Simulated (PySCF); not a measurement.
Field gradients at the hydrogen positions

Compound: C6H12F2Si.
Geometry (GFN2-xTB, Å), atoms numbered from 1 in this order:
```
atom  x, y, z in Å
C1     2.9352   -0.1081    0.6739
C2     1.4624    0.2484    0.8333
C3     0.6660   -0.0770   -0.4296
C4    -0.8055    0.3408   -0.3176
Si5   -1.7294    0.0762   -1.9855
C6    -1.4935   -0.4310    0.7474
F7    -1.4701   -1.7708    0.5655
C8    -2.1233    0.0811    1.7955
F9    -2.7678   -0.6666    2.7100
H10    3.0490   -1.1698    0.4671
H11    3.4849    0.1245    1.5826
H12    3.3776    0.4506   -0.1483
H13    1.0457   -0.3040    1.6787
H14    1.3669    1.3146    1.0557
H15    1.1173    0.4386   -1.2802
H16    0.7229   -1.1498   -0.6245
H17   -0.8530    1.3970   -0.0403
H18   -1.0405    0.8987   -2.9809
H19   -1.6677   -1.3363   -2.3475
H20   -3.1101    0.5227   -1.8041
H21   -2.1759    1.1370    2.0031
```

Level: PBE0/pcSseg-1 (PySCF, non-relativistic); Q(2H) = 0.00286 b; rigid geometry, the same for H and D, with no vibrational averaging.

Question: Rank these positions by the coupling χzz of a deuteron there, largest first.
A. H13 (methylene hydrogen)
B. H18 (Si–H hydrogen)
C. H10 (methyl hydrogen)
D. H21 (vinylic hydrogen)

Answer: D (219 kHz), C (212 kHz), A (202 kHz), B (109 kHz).

Question: Give the electric field gradient Vzz (the principal value of largest size), its asymmetry and the 2H coupling at each hydrogen.

Answer: 
```json
{"atom": "H10", "bonded to": "C1", "bond length (Å)": "1.088", "Vzz (au)": "0.3149", "η": "0.02", "χzz (kHz)": "212"}
{"atom": "H11", "bonded to": "C1", "bond length (Å)": "1.087", "Vzz (au)": "0.3169", "η": "0.02", "χzz (kHz)": "213"}
{"atom": "H12", "bonded to": "C1", "bond length (Å)": "1.088", "Vzz (au)": "0.3143", "η": "0.02", "χzz (kHz)": "211"}
{"atom": "H13", "bonded to": "C2", "bond length (Å)": "1.092", "Vzz (au)": "0.3004", "η": "0.02", "χzz (kHz)": "202"}
{"atom": "H14", "bonded to": "C2", "bond length (Å)": "1.093", "Vzz (au)": "0.3024", "η": "0.03", "χzz (kHz)": "203"}
{"atom": "H15", "bonded to": "C3", "bond length (Å)": "1.092", "Vzz (au)": "0.3021", "η": "0.04", "χzz (kHz)": "203"}
{"atom": "H16", "bonded to": "C3", "bond length (Å)": "1.092", "Vzz (au)": "0.3004", "η": "0.03", "χzz (kHz)": "202"}
{"atom": "H17", "bonded to": "C4", "bond length (Å)": "1.093", "Vzz (au)": "0.3036", "η": "0.05", "χzz (kHz)": "204"}
{"atom": "H18", "bonded to": "Si5", "bond length (Å)": "1.464", "Vzz (au)": "0.1629", "η": "0.01", "χzz (kHz)": "109"}
{"atom": "H19", "bonded to": "Si5", "bond length (Å)": "1.459", "Vzz (au)": "0.1654", "η": "0.01", "χzz (kHz)": "111"}
{"atom": "H20", "bonded to": "Si5", "bond length (Å)": "1.462", "Vzz (au)": "0.1633", "η": "0.01", "χzz (kHz)": "110"}
{"atom": "H21", "bonded to": "C8", "bond length (Å)": "1.077", "Vzz (au)": "0.3262", "η": "0.14", "χzz (kHz)": "219"}
```

Question: Average by the element that carries the hydrogen.

Answer: on C: 208 kHz over 9 positions, mean bond length 1.089 Å; on Si: 110 kHz over 3 positions, mean bond length 1.462 Å.

Question: How does χzz go with the bond length over the 9 C–H bonds?

Answer: A straight-line fit has a slope of -11.6 kHz for each 0.01 Å, with a correlation coefficient of -0.94, over lengths from 1.077 to 1.093 Å. The longer bonds have the smaller couplings here.

Isolated species at its GFN2-xTB geometry (one conformer only). GFN2-xTB bond lengths can be off by several hundredths of an ångström, more for odd bonds, and the gradients follow them. A larger basis could move these couplings by a tenth or more.
